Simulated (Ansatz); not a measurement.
Mulliken charges of CH4AlClF2Si, SMILES `F[CH]([SiH3])[Al]([F])[Cl]` from B3LYP/def2-TZVPP in Ansatz (PBE0-D4/def2-TZVP geometry).

```csv
atom,x (Å),y (Å),z (Å),charge (e)
F1,-1.324,-1.419,0.176,-0.247
C2,-0.533,-0.398,-0.380,-0.029
Si3,1.297,-0.794,-0.100,0.212
Al4,-1.097,1.344,0.322,0.672
F5,-0.448,2.689,-0.362,-0.340
Cl6,-2.431,1.555,1.897,-0.219
H7,-0.702,-0.397,-1.467,0.102
H8,1.634,-2.136,-0.640,-0.049
H9,1.606,-0.753,1.354,-0.055
H10,2.081,0.259,-0.798,-0.045
```

Q: By hand: the dipole of these point charges (1 e Å = 4.8032 D).

A: Σ q r = (0.231, -0.064, -0.286) e Å, of length 0.373 e Å = 1.79 D.

Q: How does the dipole of the full density compare? (Estimate.)

A: Ansatz gave: (0.178, -0.108, -0.232) e Å, 1.50 D; the point charges give 1.19 times that, at 10° from its direction.

Point charges leave out the atoms' own dipoles, such as those of lone pairs, and Mulliken's split depends on the basis, so the two needn't agree.

B3LYP here is the variant with VWN-RPA as its local correlation; programs differ in this.
